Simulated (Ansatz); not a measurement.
`F[CH2][In]([SH])[Cl]` → C• + Cl• + F• + 3 H• + In• + S•  (atomization)

Program: Ansatz. Geometries: PBE0-D4/def2-TZVP. ΔE: electronic, gas phase. CBS: MP2 limit from def2 TZ/QZ plus the TZ coupled-cluster correction, frozen cores. This one scheme is used for every species, atoms too. For atomizations the MP2-based limit and the directly extrapolated one differ by several kJ/mol either way, and by 10 to 25 for some Ge, Se and Sn compounds, so smaller differences from it don't rank the levels. DFT in def2-TZVPP. Open shells (•) are unrestricted, without spin–orbit coupling. Spin–orbit coupling would lower the free atoms: a little for C, Cl, F, S; strongly for In. Elements past krypton have def2 core potentials. Bonds to In are less sure, by a few kJ/mol each and by 10 to 20 or more in all where they break to atoms, as the def2 sets lack core-valence functions. Each species was taken in one conformer, which may not be the lowest.

```json
{"level": "CAM-B3LYP-D4", "ΔE (kJ/mol)": "2462.9"}
{"level": "BHLYP", "ΔE (kJ/mol)": "2339.3"}
{"level": "CCSD/def2-TZVPP", "ΔE (kJ/mol)": "2356.0"}
{"level": "CCSD/CBS(def2)", "ΔE (kJ/mol)": "2435.9"}
```

Question: What does CCSD(T)/CBS give? (An estimate is asked.)

Answer: The calculation gave: +2487.0 kJ/mol. The listed levels differ from it by -24.1, -147.7, -131.0, -51.1 kJ/mol.

Largest T1 diagnostic among the species: 0.015.

From BLYP to BHLYP (50 % exact exchange), in def2-TZVPP and without D4, ΔE moves by −66.8 kJ/mol: exact exchange takes away binding that semilocal exchange gives to molecules. At CCSD(T), def2-SVP lies −190.1 kJ/mol from the extrapolated value and def2-TZVPP −79.8 kJ/mol: correlation converges slowly with the basis, and small sets miss more of it in the bonded molecule than in its fragments. In def2-TZVPP, CCSD(T) changes the Hartree–Fock value by +669.0 kJ/mol (the triples alone add +51.1 kJ/mol) and MP2 by +725.0 kJ/mol; breaking electron pairs costs correlation energy, which Hartree–Fock lacks.
